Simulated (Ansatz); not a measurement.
Input file for Ansatz (an electronic-structure program): R-PBE/def2-TZVPP on CH8GeSi (SMILES [SiH3][CH2][GeH3]), a point of a torsion scan.

Ansatz 0.2 input:
```yaml
crystal:
  periodic: [false, false, false]
  atoms:
    - {symbol: Si, position_ang: [1.52904740, 0.64155787, -0.03085715]}
    - {symbol: C, position_ang: [0.23939098, -0.75303908, -0.09814732]}
    - {symbol: Ge, position_ang: [-1.62421713, -0.12862030, 0.05882435]}
    - {symbol: H, position_ang: [2.86418503, 0.04956827, -0.15946348]}
    - {symbol: H, position_ang: [1.29423952, 1.57724277, -1.13322602]}
    - {symbol: H, position_ang: [1.42057435, 1.34505707, 1.24935355]}
    - {symbol: H, position_ang: [0.43739957, -1.46668198, 0.70097700]}
    - {symbol: H, position_ang: [0.34705515, -1.29968256, -1.03448188]}
    - {symbol: H, position_ang: [-2.43804523, -0.49282636, -1.14568200]}
    - {symbol: H, position_ang: [-1.73329163, 1.35578007, 0.21400418]}
    - {symbol: H, position_ang: [-2.31763263, -0.73413484, 1.24158254]}
basis:
  gaussian:
    orbitals: def2-TZVPP
hamiltonian:
  xc: {name: PBE}
scf: {lower_state_search: off}
```

The head of its log:

```
WARN ansatz: RAYON_NUM_THREADS=1 ignored (pool sized by the plan → 1); use --threads N
Functional definition: PBE
these checks for a lower state are left out or cut short: stability, starts, cluster_reference, orbital_swaps, neighbouring_geometries, increment
integrals: 0.17 GiB planned
1298 factors; their error is unknown
mean field: 1.08 GiB planned
mean field evaluation 1: about -65539.6914 eV, gradient 6.6e1 eV
mean field evaluation 2: about -65521.6896 eV, gradient 9.7e1 eV
```

Question: Give the final energy of this run.

Answer: -2408.8812 hartree.
